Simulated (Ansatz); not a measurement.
```xyz
9

C    -0.892    0.620    0.550
C     0.001   -0.438    0.028
F    -0.389   -1.669    0.369
C     1.089   -0.254   -0.705
Br    2.162   -1.652   -1.323
H    -1.909    0.474    0.174
H    -0.932    0.575    1.642
H    -0.542    1.607    0.250
H     1.412    0.736   -0.986
```

Total charge 0; spin multiplicity 1.

**Question.** List the B3LYP/def2-TZVPP orbital energies in eV (Ansatz 0.2.0). (Estimate.)

**Answer.** Computed: Occupied: -13139.34, -1700.97, -1532.71, -1532.61, -1532.60, -672.24, -279.60, -278.17, -277.44, -236.76, -177.71, -177.40, -177.38, -71.98, -71.89, -71.88, -71.63, -71.63, -33.85, -22.95, -21.44, -19.10, -16.39, -14.12, -13.56, -13.47, -11.90, -11.59, -10.99, -10.47, -9.24, -7.99, -6.79. Lowest empty: -0.10, 0.05, 0.89, 1.73, 2.80, 2.91, 3.53, 3.72.

B3LYP here is the variant with VWN-RPA as its local correlation; programs differ in this.
